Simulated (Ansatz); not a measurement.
Isolated molecules relaxed with PBE0-D4/def2-TZVP in Ansatz; ΔE leaves out vibrations. CCSD(T)/CBS adds triple-zeta CCSD(T) − MP2 to the extrapolated MP2 energy (def2 sets, frozen cores). DFT in def2-TZVPP. Each species was taken in one conformer, which may not be the lowest.

`CBNCF` + `CS[SiH2][SiH3]` → `CB[SiH2]SC` + `FCN[SiH3]`  (redistribution)

| level | ΔE (kcal/mol) | difference from CCSD(T)/CBS |
| --- | --- | --- |
| PBE0-D4 | 29.2 | 1.9 |
| ωB97M-V | 27.1 | -0.2 |
| B2PLYP | 27.8 | 0.5 |
| PBE | 30.0 | 2.7 |
| r2SCAN | 28.4 | 1.1 |
| PBE0 | 29.5 | 2.2 |
| MP2/def2-TZVPP | 27.3 | 0.0 |
| CCSD/def2-TZVPP | 27.3 | 0.0 |
| HF/def2-QZVPP | 25.2 | -2.1 |
| CCSD/CBS(def2) | 26.8 | -0.5 |
| CCSD(T)/CBS | 27.3 | 0 |

Largest T1 diagnostic among the species: 0.012.

In def2-TZVPP, CCSD(T) changes the Hartree–Fock value by +2.3 kcal/mol (the triples alone add +0.5 kcal/mol) and MP2 by +1.8 kcal/mol.
